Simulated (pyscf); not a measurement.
## Four-centre exchange: F–GeH₂–F + GeH₂ [singlet] → F–GeH: [singlet] + F–GeH₃

Gas phase, singlet surface, charge 0. Bonds broken: F1–Ge2, Ge6–H7. Bonds formed: F1–Ge6, Ge2–H7. Single points on ωB97X-D3(BJ)/def2-SVP structures (PySCF, gas phase).

Transition state (Å):

```xyz
8

F     -0.2118     0.7426    -0.0429
Ge     0.9405    -0.6259     0.5482
F      1.9704    -0.7587     1.9571
H      0.1721    -1.9149     0.2974
H      1.9905    -0.1910    -0.4769
Ge    -1.4652     0.7877     1.6052
H     -0.1906    -0.1663     2.0716
H     -2.1968    -0.5000     1.0251
```

One imaginary mode, 182i cm⁻¹; descent along it reached the two sides named, in the forms told below.

| bond | change | reactant side (Å) | saddle | product side |
|---|---|---|---|---|
| F1–Ge2 | breaks | 1.775 | 1.884 | 2.532 |
| Ge6–H7 | breaks | 1.601 | 1.659 | 2.054 |
| F1–Ge6 | forms | 2.268 | 2.071 | 1.813 |
| Ge2–H7 | forms | 3.0 | 1.952 | 1.582 |

Electronic energies relative to the separated reactants (kJ/mol):

| level | barrier | reaction energy | reverse barrier |
|---|---|---|---|
| ωB97X-D3(BJ)/def2-TZVP | -18.9 | -40.3 | 21.4 |
| PBE/def2-TZVP | -23.7 | -46.3 | 22.7 |
| r²SCAN/def2-TZVP | -25.1 | -40.9 | 15.9 |
| B3LYP-D3(BJ)/def2-TZVP | -10.9 | -43.5 | 32.6 |
| PBE0-D3(BJ)/def2-TZVP | -19.0 | -40.0 | 21.1 |
| M06-2X/def2-TZVP | -7.4 | -31.3 | 24.0 |
| ωB97M-D3(BJ)/def2-TZVP | -6.1 | -40.5 | 34.4 |
| HF/def2-TZVP | 55.1 | -27.9 | 83.0 |

With ωB97M-D3(BJ)/def2-TZVP energies and thermal terms (ideal gas, 1 atm, RRHO with modes under 100 cm⁻¹ raised to 100, one conformer, R ln 2 for chiral ones without a mode under 150 cm⁻¹), in kJ/mol:

```json
[
 {"T (K)": "298", "ΔH‡": "0.0", "ΔG‡": "47.4", "ΔH": "-37.8", "ΔG": "-39.8"},
 {"T (K)": "600", "ΔH‡": "0.5", "ΔG‡": "95.4", "ΔH": "-38.7", "ΔG": "-41.4"},
 {"T (K)": "900", "ΔH‡": "2.3", "ΔG‡": "142.5", "ΔH": "-39.2", "ΔG": "-42.6"},
 {"T (K)": "1200", "ΔH‡": "4.5", "ΔG‡": "188.9", "ΔH": "-39.4", "ΔG": "-43.7"}
]
```

On the reactant side the descent ends in an adduct with a F–Ge contact, 44.7 kJ/mol under the separated species and 25.7 kJ/mol under the saddle at ωB97X-D3(BJ)/def2-TZVP. On the product side the descent ends in a bound adduct, 37.1 kJ/mol under the separated species and 58.5 kJ/mol under the saddle at ωB97X-D3(BJ)/def2-TZVP. At ωB97X-D3(BJ)/def2-TZVP, PBE, r²SCAN, B3LYP-D3(BJ), PBE0-D3(BJ), M06-2X, ωB97M-D3(BJ) the saddle lies under the separated reactants, which points to a path from their complex (located at ωB97X-D3(BJ) alone). What is counted as formed (F–Ge) is already present as a longer contact in the reactant adduct; forming that adduct is a step of its own. This is the saddle that the search found; another between the same sides may lie lower. Elements up to Kr have no core potential and no relativistic terms here.
